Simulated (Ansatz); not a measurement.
Consider the atomization: `OC1(F)[SiH2]S1` → C• + F• + 3 H• + O• + S• + Si•.

Calculated with Ansatz (gas phase, PBE0-D4/def2-TZVP geometries, no zero-point term in ΔE). CCSD(T)/CBS adds triple-zeta CCSD(T) − MP2 to the extrapolated MP2 energy (def2 sets, frozen cores). This one scheme is used for every species, atoms too. Functionals use def2-TZVPP. Open shells (•) are unrestricted, without spin–orbit coupling. Spin–orbit coupling would lower the free atoms: a little for C, F, O, S, Si. One conformer a species, not always the lowest.

```json
{"level": "revPBE-D4", "ΔE (eV)": "28.99", "difference from CCSD(T)/CBS": "0.11"}
{"level": "r2SCAN0-D4", "ΔE (eV)": "28.30", "difference from CCSD(T)/CBS": "-0.58"}
{"level": "PBE", "ΔE (eV)": "29.74", "difference from CCSD(T)/CBS": "0.86"}
{"level": "r2SCANh", "ΔE (eV)": "28.75", "difference from CCSD(T)/CBS": "-0.13"}
{"level": "LC-ωPBE", "ΔE (eV)": "28.76", "difference from CCSD(T)/CBS": "-0.12"}
{"level": "HF/def2-SVP", "ΔE (eV)": "18.87", "difference from CCSD(T)/CBS": "-10.01"}
{"level": "HF/def2-TZVPP", "ΔE (eV)": "18.99", "difference from CCSD(T)/CBS": "-9.89"}
{"level": "MP2/def2-QZVPP", "ΔE (eV)": "29.41", "difference from CCSD(T)/CBS": "0.53"}
{"level": "HF/CBS(def2)", "ΔE (eV)": "19.05", "difference from CCSD(T)/CBS": "-9.83"}
{"level": "CCSD/CBS(def2)", "ΔE (eV)": "28.19", "difference from CCSD(T)/CBS": "-0.69"}
{"level": "CCSD(T)/CBS", "ΔE (eV)": "28.88", "difference from CCSD(T)/CBS": "0"}
```

Largest T1 diagnostic among the species: 0.014.

From BLYP to BHLYP (50 % exact exchange), in def2-TZVPP and without D4, ΔE moves by −1.40 eV: exact exchange takes away binding that semilocal exchange gives to molecules. Leaving LDA and LC-ωPBE aside and taking each functional with its dispersion term where it has one, the values, not all of them listed here, spread over 2.65 eV, from BHLYP-D4 to PBE-D4. LDA lies +4.80 eV from PBE without D4, its usual overbinding.

For atomizations the MP2-based limit and the directly extrapolated one differ by several kJ/mol either way, and by 10 to 25 for some Ge, Se and Sn compounds, so smaller differences from it don't rank the levels.
